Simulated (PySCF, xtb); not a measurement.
Se(F)(Me) (CH3FSe), SMILES C[Se]F.

Harmonic wavenumbers (cm⁻¹) from GFN2-xTB (xtb) at its own minimum, in rising order: 117, 204, 499, 577, 848, 884, 1273, 1412, 1425, 3013, 3024, 3037.

**Question.** What does PBE0-D3(BJ)/def2-TZVP run with PySCF give at its own minimum? (Estimate from the structure and the level; the computed values follow.)

**Answer.** 158, 231, 621, 670, 897, 921, 1302, 1431, 1466, 3060, 3155, 3180. Paired by order, the mean absolute difference is 65 cm⁻¹ and the zero-point energies are 23.3 and 24.4 kcal/mol.
